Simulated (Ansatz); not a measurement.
A nudged elastic band was laid between two geometries of C$_{2}$H$_{6}$GeO (10 atoms, charge 0, multiplicity 1).

Method: Ansatz 0.2.0, RKS PBE/def2-SVP.

- movable images: 1
- climbing image: no
- spring: 5.0 eV/Å²
- optimiser: quadratic models (default)
- start path: through a guess of the saddle point
- force threshold: 0.05 eV/Å
- iteration limit: 60
- end points: relaxed

First end point:

```xyz
10
Properties=species:S:1:pos:R:3
C 0.352 1.447 0.028
Ge -0.633 -0.175 -0.469
C 0.307 -1.704 0.472
O 1.120 -1.489 1.349
H -0.322 2.315 0.156
H 0.868 1.233 0.986
H 1.115 1.690 -0.736
H -2.103 -0.153 0.044
H -0.670 -0.443 -2.002
H 0.049 -2.772 0.176
```

Last end point:

```xyz
10
Properties=species:S:1:pos:R:3
C 0.324 1.453 0.063
Ge -0.705 -0.165 -0.355
C 0.420 -1.721 0.294
O 1.372 -1.537 1.026
H 0.928 1.767 -0.810
H -0.332 2.289 0.370
H 1.011 1.195 0.894
H -2.055 -0.221 0.419
H -1.019 -0.336 -1.870
H 0.137 -2.775 -0.029
```

(1) Which bonds break or form, and what moves?

(2) What energy profile does the band end with?

(3) What is the geometry of the highest image?

## Answers

(1) No bond is made or broken. The dihedral H5–C1–Ge2–C3 goes from -144 to 95°. The two ends are copies of one structure, up to a mirror image or an exchange of like atoms.

(2) The forces met the threshold. The highest image is number 1 of 0 to 2, 5.4 kJ/mol above the ends, which have the same energy within 2 meV. No image climbed, so the highest image needn't sit at the top of the path. Another band between the same ends, with other settings, climbed to 0.006 eV only, so this may not be the lowest route. So few images can step over the top or miss a turn of the path.

```tsv
image	path coordinate (Å)	energy (kJ/mol)	dihedral H5–C1–Ge2–C3 (°)
0	0.00	0.0	-144
1	2.03	5.4	153
2	4.06	0.0	95
```

(3) 
```xyz
10
Properties=species:S:1:pos:R:3:forces:R:3
C 0.362 1.462 -0.032 0.00 -0.01 0.01
Ge -0.695 -0.182 -0.308 0.01 0.01 0.00
C 0.373 -1.758 0.385 0.01 -0.01 -0.01
O 0.700 -1.833 1.552 0.00 0.01 0.02
H 0.089 2.225 -0.786 -0.02 0.01 0.01
H 0.170 1.870 0.979 0.02 -0.02 -0.01
H 1.444 1.244 -0.125 -0.01 0.01 -0.02
H -2.015 -0.117 0.508 0.00 0.00 -0.01
H -1.028 -0.395 -1.815 0.01 0.00 0.00
H 0.684 -2.567 -0.355 -0.02 0.00 0.00
```

Run time: 11 s on 2 threads of AMD EPYC 9R14 (Zen 4), on a shared host, peak memory 0.16 GiB.
